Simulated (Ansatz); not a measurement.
`O[SiH2]/C=C/F` → `F[SiH2]C1CO1`  (isomerisation)

Program: Ansatz. Geometries: PBE0-D4/def2-TZVP. ΔE: electronic, gas phase. CCSD(T)/CBS adds triple-zeta CCSD(T) − MP2 to the extrapolated MP2 energy (def2 sets, frozen cores). Functionals use def2-TZVPP. B3LYP here is the variant with VWN-RPA as its local correlation; programs differ in this. One conformer a species, not always the lowest.

`O[SiH2]/C=C/F`:

```xyz
10

O    -0.486   -1.843    0.088
Si   -0.038   -0.575    1.044
C     0.309    0.927    0.020
C     0.323    0.863   -1.300
F     0.569    1.924   -2.075
H    -1.408   -1.898   -0.167
H     1.180   -1.009    1.769
H    -1.106   -0.250    2.031
H     0.512    1.889    0.483
H     0.145   -0.029   -1.892
```

`F[SiH2]C1CO1`:

Cartesian coordinates in Å:
```
F -2.058 0.171 -1.457
Si -0.485 -0.103 -1.323
C -0.068 -0.518 0.445
C 0.563 0.489 1.307
O 1.355 -0.488 0.672
H -0.149 -1.228 -2.227
H 0.248 1.129 -1.699
H -0.572 -1.340 0.952
H 0.472 0.380 2.384
H 0.693 1.507 0.946
```

| level | ΔE (kcal/mol) |
| --- | --- |
| ωB97X-V | 4.7 |
| B3LYP | 9.0 |
| HF/def2-TZVPP | 10.5 |
| HF/CBS(def2) | 10.2 |

What does CCSD(T)/CBS give? (Estimate.)

Computed: +7.3 kcal/mol. The listed levels differ from it by -2.6, 1.7, 3.2, 2.9 kcal/mol.

Largest T1 diagnostic among the species: 0.012.

In def2-TZVPP, CCSD(T) changes the Hartree–Fock value by −3.3 kcal/mol (the triples alone add −0.0 kcal/mol) and MP2 by −5.1 kcal/mol.

CCSD(T)/CBS has its own doubt, a few kJ/mol and more with outer-core shells, so smaller differences from it don't rank the levels.
